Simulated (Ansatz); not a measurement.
Consider the ligand exchange at the Al–C bond: `C[CH2][AlH][Br]` + silanol → `[SiH3][O][AlH][Br]` + ethane.

Isolated molecules relaxed with PBE0-D4/def2-TZVP in Ansatz; ΔE leaves out vibrations. CCSD(T)/CBS is the MP2 limit (def2-TZVPP, def2-QZVPP) plus CCSD(T) − MP2 in def2-TZVPP, frozen cores. This one scheme is used for every species. DFT in def2-TZVPP. B3LYP here is the variant with VWN-RPA as its local correlation; programs differ in this. For Br outer-core shells are correlated without core-valence functions, which leaves a few kJ/mol of doubt a bond. Scalar relativity is left out up to krypton. One conformer a species, not always the lowest.

`C[CH2][AlH][Br]`:

Cartesian coordinates in Å:
```
C 1.137 0.611 -0.298
C -0.109 -0.183 -0.681
Al -1.346 -0.649 0.750
Br -0.855 -0.026 2.874
H 1.748 0.074 0.432
H 1.768 0.819 -1.166
H 0.878 1.570 0.157
H -0.694 0.355 -1.440
H 0.169 -1.125 -1.173
H -2.696 -1.446 0.545
```

`O[SiH3]`:

```xyz
6

O    -1.076   -0.499   -0.485
Si    0.217    0.181    0.276
H    -0.941   -0.860   -1.361
H     1.319   -0.801    0.473
H    -0.283    0.646    1.590
H     0.764    1.333   -0.493
```

`[SiH3][O][AlH][Br]`:

Z-matrix (Å, degrees):
```
Si
O 1 1.631
H 1 1.487 2 110.7
H 1 1.486 2 109.4 3 120.3
H 1 1.486 2 109.3 3 -120.2
Al 2 1.672 1 160.4 3 -6.9
Br 6 2.248 2 118.5 1 -0.5
H 6 1.565 2 120.8 1 179.6
```

`CC`:

Cartesian coordinates in Å:
```
C 0.037 -0.654 -0.384
C -0.037 0.654 0.384
H -0.946 -1.123 -0.470
H 0.418 -0.500 -1.397
H 0.699 -1.369 0.110
H 0.946 1.123 0.471
H -0.418 0.500 1.397
H -0.699 1.369 -0.110
```

```csv
species,B3LYP-D4 energy (Eh)
`C[CH2][AlH][Br]`,-2896.58085
`O[SiH3]`,-367.23038
`[SiH3][O][AlH][Br]`,-3184.00814
`CC`,-79.87051
```

Work out ΔE.

ΔE = (-3184.00814) + (-79.87051) − (-2896.58085) − (-367.23038) = -0.06742 Eh = -1.83 eV. CCSD(T)/CBS gives -1.80 eV.

What do rigid-rotor, harmonic-oscillator terms from PBE0-D4/def2-TZVP frequencies (298.15 K, 1 bar) make of the CCSD(T)/CBS value? (Estimate.)

Computed: ΔZPE = +0.05 eV, ΔH = -1.75 eV, ΔS = -3 J/(mol·K), ΔG = -1.74 eV. Modes under 50 cm⁻¹ make the entropy rough.

Largest T1 diagnostic among the species: 0.011.

Leaving LDA and LC-ωPBE aside and taking each functional with its dispersion term where it has one, the values, not all of them listed here, spread over 0.27 eV, from BHLYP-D4 to revPBE-D4. At CCSD(T), def2-SVP lies −0.11 eV from the extrapolated value and def2-TZVPP −0.02 eV.
